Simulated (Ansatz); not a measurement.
Ansatz results at the PBE0-D4/def2-TZVP geometry: zero-point energy (PBE0-D4/def2-TZVP) 159.1 kJ/mol; LUMO energy (B3LYP/def2-TZVPP) -1.18 eV; HOMO energy (PBE0/def2-TZVPP) -10.51 eV.

Each molecule was computed in one conformer, which needn't be the lowest.

(1) Which molecule gave them?
A. `[CH3][Al-]([CH3])([OH])[OH2+]`
B. `C[NH2+][AlH3-]`
C. `[CH3][AlH-]([CH3])[SH2+]`
D. `C[OH+][Ga-]([F])([F])[F]`

Answers

(1) D. The others give `C[NH2+][AlH3-]`: 230.8, -0.41, -7.39; `[CH3][Al-]([CH3])([OH])[OH2+]`: 289.1, -0.33, -6.98; `[CH3][AlH-]([CH3])[SH2+]`: 251.1, -0.78, -7.24.

B3LYP here is the variant with VWN-RPA as its local correlation; programs differ in this.
